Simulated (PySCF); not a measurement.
CaF2, SMILES [F][Ca][F]. The structure is a stationary point at PBE-D3(BJ)/def2-TZVP. The isomer is the one that the SMILES or the coordinates give; other isomers of the formula were not compared.

Task: Give the equilibrium geometry at PBE-D3(BJ)/def2-TZVP (PySCF confirms it by a frequency run) as bond lengths and angles, and its point group. (An estimate is asked for; the answer gives what the named calculation found.)

Result: point group C2v.
Atoms: Ca1 F2 F3. Bonded distances (Å): Ca1–F2 1.999, Ca1–F3 1.999. Bond angles (°): F2–Ca1–F3 138.7.
Charge 0, spin multiplicity 1.
